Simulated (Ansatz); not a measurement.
Mulliken charges of `[F][SnH]([F])[O]C(F)(F)F` from PBE/def2-TZVPP in Ansatz (PBE0-D4/def2-TZVP geometry).

| atom | x (Å) | y (Å) | z (Å) | charge (e) |
| --- | --- | --- | --- | --- |
| F1 | -2.416 | -0.038 | 0.382 | -0.404 |
| Sn2 | -1.031 | -0.915 | -0.558 | 1.252 |
| F3 | -0.469 | -2.323 | 0.570 | -0.404 |
| O4 | 0.464 | 0.346 | -0.715 | -0.418 |
| C5 | 1.066 | 0.928 | 0.318 | 0.436 |
| F6 | 2.356 | 0.601 | 0.372 | -0.128 |
| F7 | 0.510 | 0.564 | 1.493 | -0.151 |
| F8 | 0.990 | 2.254 | 0.236 | -0.127 |
| H9 | -1.471 | -1.416 | -2.099 | -0.057 |

Question: By hand: the dipole of these point charges (1 e Å = 4.8032 D).

Answer: Σ q r = (-0.275, -0.299, -0.829) e Å, of length 0.923 e Å = 4.43 D.

Question: How does the dipole of the full density compare? (Estimate.)

Answer: The calculation gave: (-0.260, -0.273, -0.655) e Å, 3.63 D; the point charges give 1.22 times that, at 4° from its direction.

Point charges leave out the atoms' own dipoles, such as those of lone pairs, and Mulliken's split depends on the basis, so the two needn't agree.
